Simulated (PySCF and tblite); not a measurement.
The numbers below are computed, except where a source is named.
2 diastereomers of C9H18Cl2, numbered alike:

| isomer | SMILES | descriptors (one enantiomer) |
| --- | --- | --- |
| A | [CH3:1][CH2:2][C@:3]([CH3:4])([Cl:5])[CH2:6][C@:7]([CH3:8])([Cl:9])[CH2:10][CH3:11] | 3S, 7R |
| B | [CH3:1][CH2:2][C@@:3]([CH3:4])([Cl:5])[CH2:6][C@:7]([CH3:8])([Cl:9])[CH2:10][CH3:11] | 3R, 7R |

Each isomer is a Boltzmann average at 298.15 K over at most 6 conformers: GFN2-xTB geometries, energies PBE0/6-31G* (D3(BJ) added where defined), GIAO shieldings PBE0/6-31G*, GFN2-xTB thermal terms. Programs: PySCF with density fitting and tblite.

Problem. What shifts does each isomer give (ppm; of two unlike H on one atom, a is the less shielded)?

Solution. 
A: ¹H (against TMS): 2.41 (H6a, 1H), 2.26 (H6b, 1H), 2.20 (H2a/H10a, 2H), 2.18 (H2b/H10b, 2H), 1.71 (H4/H8, 6H), 1.15 (H1/H11, 6H). ¹³C (against TMS): 69.9 (C3/C7), 54.0 (C6), 39.4 (C2/C10), 31.6 (C4/C8), 11.3 (C1/C11).

B: ¹H (against TMS): 2.27 (H6, 2H), 1.99 (H2a/H10a, 2H), 1.96 (H2b/H10b, 2H), 1.87 (H4/H8, 6H), 1.13 (H1/H11, 6H). ¹³C (against TMS): 69.8 (C3/C7), 52.7 (C6), 41.7 (C2/C10), 30.9 (C4/C8), 10.9 (C1/C11).

The conformer set may be incomplete (the search or the number kept was capped). Shifts are unscaled: against experiment ¹³C can be off by 15 ppm or more and ¹H by 0.8 ppm.
